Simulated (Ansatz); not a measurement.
Molecule: C4H8Si2, charge 0, multiplicity 1. 
Structure (B3LYP-D3(BJ)/def2-TZVP (Ansatz, a quantum-chemistry and plane-wave program) minimum search):
SMILES: C1=C[SiH2][SiH2]C=C1
```xyz
14

C      1.7654     0.6976    -0.1593
C      0.7485     1.5552    -0.3464
Si    -1.0733     1.1516    -0.2521
Si    -1.0987    -1.1273     0.2526
C      0.7136    -1.5716     0.3460
C      1.7494    -0.7371     0.1584
H      2.7735     1.0951    -0.2501
H      1.0269     2.5811    -0.5743
H     -1.7269     1.4763    -1.5458
H     -1.7206     1.9929     0.7871
H     -1.7588    -1.4372     1.5467
H     -1.7652    -1.9538    -0.7862
H      0.9691    -2.6034     0.5738
H      2.7484    -1.1570     0.2487
```
Charge 0, spin multiplicity 1.

Quantity: atomisation energy (electronic, to ground-state atoms), in kcal/mol. Cores are frozen in the correlated levels unless marked. UHF or UKS for open shells. No spin-orbit coupling. Non-relativistic unless marked X2C. The coupled-cluster limit lacks core correlation, which all-electron functionals hold. CBS(X,Y): correlation extrapolated as X^-3; Hartree-Fock from the larger set.

The Hartree-Fock reference is unstable (checked in the largest basis), which strains HF and MP2. 

```tsv
level	program	atomisation energy (kcal/mol)
SVWN5/def2-TZVPD	Ansatz	___
PBE0/STO-3G	Ansatz	1637.5
SCS-MP2/6-31G*	Ansatz	1191.6
SCS-MP2/cc-pV(D+d)Z	Ansatz	1218.8
SCS-MP2/cc-pV(T+d)Z	Ansatz	1287.4
CCSD/6-31G	Ansatz	1097.8
X2C-CCSD(T)/cc-pVTZ-DK	Ansatz	___
CCSD(T)/CBS(cc-pV(T+d)Z,cc-pV(Q+d)Z)	Ansatz	___
```

Q: Some entries are withheld; supply them.

A: 
- SVWN5/def2-TZVPD, atomisation energy (kcal/mol): 1485.4
- X2C-CCSD(T)/cc-pVTZ-DK, atomisation energy (kcal/mol): 1271.5
- CCSD(T)/CBS(cc-pV(T+d)Z,cc-pV(Q+d)Z), atomisation energy (kcal/mol): 1311.0
